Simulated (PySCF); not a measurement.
PySCF job for LiCl, SMILES [Cl][Li], TDDFT-CAM-B3LYP/def2-TZVPD. Geometry: PBE0-D3(BJ)/def2-TZVPD.

```python
import numpy as np
from pyscf import gto, scf, dft, tdscf

mol = gto.M(
    atom='''
    Li    0.00000000    0.00000000   -1.71698906
    Cl    0.00000000    0.00000000    0.30299807
    ''',
    basis='def2-TZVPD',
    charge=0,
    spin=0,
    symmetry=True,
    symmetry_subgroup='C2v',
    max_memory=1600,
    verbose=4,
)
mf = dft.RKS(mol, xc='cam-b3lyp').density_fit(auxbasis='def2-universal-jkfit')
mf.grids.level = 3
mf.conv_tol = 1e-9
mf.max_cycle = 100
mf.kernel()
mf.grids = dft.Grids(mol).set(level=1).build(with_non0tab=True)  # coarser grid for the response kernel
td = tdscf.TDDFT(mf)
td.singlet = True
td.nstates = 10
td.conv_tol = 1e-4
td.kernel(x0=td.get_init_guess(mf, 15))
td.analyze()
tt = tdscf.TDA(mf)
tt.singlet = False
tt.nstates = 4
tt.conv_tol = 1e-4
tt.kernel(x0=tt.get_init_guess(mf, 9))
tt.analyze(verbose=3)
```

Log of the run:

```
PySCF version 2.14.0

[INPUT] verbose = 4
[INPUT] num. atoms = 2
[INPUT] num. electrons = 20
[INPUT] charge = 0
[INPUT] spin (= nelec alpha-beta = 2S) = 0
[INPUT] symmetry True subgroup C2v
[INPUT] Mole.unit = angstrom
[INPUT] Symbol           X                Y                Z      unit          X                Y                Z       unit  Magmom
[INPUT]  1 Li     0.000000000000   0.000000000000  -1.716989060000 AA    0.000000000000   0.000000000000  -3.244639082274 Bohr   0.0
[INPUT]  2 Cl     0.000000000000   0.000000000000   0.302998070000 AA    0.000000000000   0.000000000000   0.572583368572 Bohr   0.0

nuclear repulsion = 13.3604998547293
point group symmetry = Coov, use subgroup C2v
symmetry origin: [0.00000000e+00 0.00000000e+00 9.44863121e-10]
symmetry axis x: [1. 0. 0.]
symmetry axis y: [0. 1. 0.]
symmetry axis z: [0. 0. 1.]
num. orbitals of irrep A1 = 29
num. orbitals of irrep A2 = 4
num. orbitals of irrep B1 = 15
num. orbitals of irrep B2 = 15
number of shells = 25
number of NR pGTOs = 95
number of NR cGTOs = 63
basis = def2-TZVPD
ecp = {}


******** <class 'pyscf.df.df_jk.DFSymAdaptedRKS'> ********
method = DFSymAdaptedRKS
initial guess = minao
damping factor = 0
level_shift factor = 0
DIIS = <class 'pyscf.scf.diis.CDIIS'>
diis_start_cycle = 1
diis_space = 8
diis_damp = 0
SCF conv_tol = 1e-09
SCF conv_tol_grad = None
SCF max_cycles = 100
direct_scf = False
XC library pyscf.dft.libxc version 7.1.2
    S. Lehtola, C. Steigemann, M. J. T. Oliveira, and M. A. L. Marques,  SoftwareX 7, 1–5 (2018)
XC functionals = cam-b3lyp
    T. Yanai, D. P. Tew, and N. C. Handy,  Chem. Phys. Lett. 393, 51 (2004)
radial grids:
    Treutler-Ahlrichs [JCP 102, 346 (1995); DOI:10.1063/1.469408] (M4) radial grids

becke partition: Becke, JCP 88, 2547 (1988); DOI:10.1063/1.454033
pruning grids: <function nwchem_prune>
grids dens level: 3
symmetrized grids: True
atomic radii adjust function: <function treutler_atomic_radii_adjust>
small_rho_cutoff = 0
Freeze 0 electrons in irreps []
    20 free electrons in irreps A1 A2 B1 B2
Set gradient conv threshold to 3.16228e-05
Initial guess from minao.
tot grids = 32608
******** <class 'pyscf.df.df.DF'> ********
auxbasis = def2-universal-jkfit
Create RSH-DF object <pyscf.df.df.DF object> for omega=0.33
******** <class 'pyscf.df.df.DF'> ********
auxbasis = auxmol.basis = def2-universal-jkfit
init E= -467.645575122699
HOMO (B2) = -0.431157697797138  LUMO (A1) = -0.0770061307986332  gap/eV = 9.63695
cycle= 1 E= -467.774964556393  delta_E= -0.129  |g|= 0.333  |ddm|= 0.801
HOMO (B2) = -0.230431611168466  LUMO (A1) = -0.0423130632276916  gap/eV = 5.11897
cycle= 2 E= -467.788774269927  delta_E= -0.0138  |g|= 0.339  |ddm|= 0.637
HOMO (B1) = -0.306220064213386  LUMO (A1) = -0.0390581652013928  gap/eV = 7.26985
cycle= 3 E= -467.813294751904  delta_E= -0.0245  |g|= 0.0221  |ddm|= 0.262
HOMO (B2) = -0.314377442486965  LUMO (A1) = -0.037974550971736  gap/eV = 7.52131
cycle= 4 E= -467.813411440461  delta_E= -0.000117  |g|= 0.00305  |ddm|= 0.0223
HOMO (B2) = -0.315178345031711  LUMO (A1) = -0.0373424380422662  gap/eV = 7.56030
cycle= 5 E= -467.813417346232  delta_E= -5.91e-06  |g|= 0.00128  |ddm|= 0.00636
HOMO (B2) = -0.315225395196725  LUMO (A1) = -0.037392099087235  gap/eV = 7.56023
cycle= 6 E= -467.813418097087  delta_E= -7.51e-07  |g|= 0.000283  |ddm|= 0.00152
HOMO (B2) = -0.315217506119104  LUMO (A1) = -0.0373832015271596  gap/eV = 7.56026
cycle= 7 E= -467.813418207347  delta_E= -1.1e-07  |g|= 4.65e-05  |ddm|= 0.00106
HOMO (B1) = -0.315205679443169  LUMO (A1) = -0.0373838093995538  gap/eV = 7.55992
cycle= 8 E= -467.813418209847  delta_E= -2.5e-09  |g|= 3.11e-06  |ddm|= 0.000173
HOMO (B2) = -0.315205197662728  LUMO (A1) = -0.0373843155348688  gap/eV = 7.55989
cycle= 9 E= -467.813418209858  delta_E= -1.15e-11  |g|= 4.92e-07  |ddm|= 1.17e-05
HOMO (B1) = -0.315205029438788  LUMO (A1) = -0.0373842767192265  gap/eV = 7.55989
Extra cycle  E= -467.813418209859  delta_E= -5.12e-13  |g|= 2.53e-07  |ddm|= 1.25e-06
converged SCF energy = -467.813418209859
tot grids = 11400


******** <class 'pyscf.tdscf.rks.TDDFT'> for <class 'pyscf.df.df_jk.DFSymAdaptedRKS'> ********
nstates = 10 singlet
deg_eia_thresh = 1.000e-03
wfnsym = None
conv_tol = 0.0001
eigh lindep = 1e-12
eigh level_shift = 0
eigh max_cycle = 100


Excitation energies (eV)
[4.79806154 4.79806154 5.45628872 6.41588171 6.41637133 6.4267899
 6.87010287 7.06418966 7.06418966 7.13168841]

** Singlet excitation energies and oscillator strengths **
Excited State   1:   B2      4.79806 eV    258.40 nm  f=0.0271
      10 -> 11        0.69232
      10 -> 14        0.11866
Excited State   2:   B1      4.79806 eV    258.40 nm  f=0.0271
       9 -> 11        0.69232
       9 -> 14        0.11866
Excited State   3:   A1      5.45629 eV    227.23 nm  f=0.0240
       8 -> 11       -0.68905
       8 -> 14       -0.11772
Excited State   4:   A2      6.41588 eV    193.25 nm  f=0.0000
       9 -> 13       -0.46260
       9 -> 17       -0.17022
      10 -> 12       -0.46260
      10 -> 16       -0.17022
Excited State   5:   A1      6.41637 eV    193.23 nm  f=0.0000
       9 -> 12        0.46247
       9 -> 16        0.17053
      10 -> 13       -0.46247
      10 -> 17       -0.17053
Excited State   6:   A2      6.42679 eV    192.92 nm  f=0.0000
       9 -> 13       -0.45952
       9 -> 17       -0.17456
      10 -> 12        0.45952
      10 -> 16        0.17456
Excited State   7:   A1      6.87010 eV    180.47 nm  f=0.1125
       9 -> 12       -0.48478
       9 -> 16       -0.10409
      10 -> 13       -0.48478
      10 -> 17       -0.10409
Excited State   8:   B2      7.06419 eV    175.51 nm  f=0.0147
       8 -> 13       -0.40964
       8 -> 17       -0.15904
      10 -> 14       -0.48361
      10 -> 15       -0.23486
Excited State   9:   B1      7.06419 eV    175.51 nm  f=0.0147
       8 -> 12       -0.40964
       8 -> 16       -0.15904
       9 -> 14       -0.48361
       9 -> 15       -0.23486
Excited State  10:   B2      7.13169 eV    173.85 nm  f=0.0994
       8 -> 13        0.51068
       8 -> 17        0.17528
      10 -> 14       -0.39430
      10 -> 15       -0.19394

** Transition electric dipole moments (AU) **
state          X           Y           Z        Dip. S.      Osc.
  1        -0.0000      0.4800      0.0000      0.2304      0.0271
  2         0.4800     -0.0000      0.0000      0.2304      0.0271
  3        -0.0000     -0.0000     -0.4238      0.1796      0.0240
  4         0.0000      0.0000      0.0000      0.0000      0.0000
  5        -0.0000      0.0000     -0.0000      0.0000      0.0000
  6        -0.0000      0.0000      0.0000      0.0000      0.0000
  7        -0.0000     -0.0000      0.8175      0.6683      0.1125
  8         0.0000     -0.2911      0.0000      0.0847      0.0147
  9        -0.2911      0.0000      0.0000      0.0847      0.0147
 10        -0.0000     -0.7543     -0.0000      0.5689      0.0994

** Transition velocity dipole moments (imaginary part, AU) **
state          X           Y           Z        Dip. S.      Osc.
  1         0.0000      0.0825     -0.0000      0.0068      0.0257
  2         0.0825     -0.0000      0.0000      0.0068      0.0257
  3         0.0000      0.0000     -0.0870      0.0076      0.0252
  4         0.0000      0.0000      0.0000      0.0000      0.0000
  5        -0.0000     -0.0000     -0.0000      0.0000      0.0000
  6         0.0000     -0.0000      0.0000      0.0000      0.0000
  7        -0.0000     -0.0000      0.2077      0.0431      0.1139
  8        -0.0000     -0.0747      0.0000      0.0056      0.0143
  9        -0.0747     -0.0000      0.0000      0.0056      0.0143
 10         0.0000     -0.1955     -0.0000      0.0382      0.0973

** Transition magnetic dipole moments (imaginary part, AU) **
state          X           Y           Z
  1         0.0809     -0.0000     -0.0000
  2        -0.0000     -0.0809      0.0000
  3        -0.0000     -0.0000     -0.0000
  4        -0.0000      0.0000     -0.0000
  5         0.0000     -0.0000     -0.0000
  6        -0.0000     -0.0000      0.0000
  7         0.0000      0.0000     -0.0000
  8         0.2040      0.0000      0.0000
  9         0.0000     -0.2040     -0.0000
 10        -0.2417     -0.0000     -0.0000


******** <class 'pyscf.tdscf.rks.TDA'> for <class 'pyscf.df.df_jk.DFSymAdaptedRKS'> ********
nstates = 4 triplet
deg_eia_thresh = 1.000e-03
wfnsym = None
conv_tol = 0.0001
eigh lindep = 1e-12
eigh level_shift = 0
eigh max_cycle = 100


Excitation energies (eV)
[4.76458764 4.76458764 5.31944093 6.27286752]

** Triplet excitation energies and oscillator strengths **
Excited State   1:   B1      4.76459 eV    260.22 nm  f=0.0000
Excited State   2:   B2      4.76459 eV    260.22 nm  f=0.0000
Excited State   3:   A1      5.31944 eV    233.08 nm  f=0.0000
Excited State   4:   A1      6.27287 eV    197.65 nm  f=0.0000
```

The calculation finished and met its thresholds.

Cost: roughly 12 core-seconds.
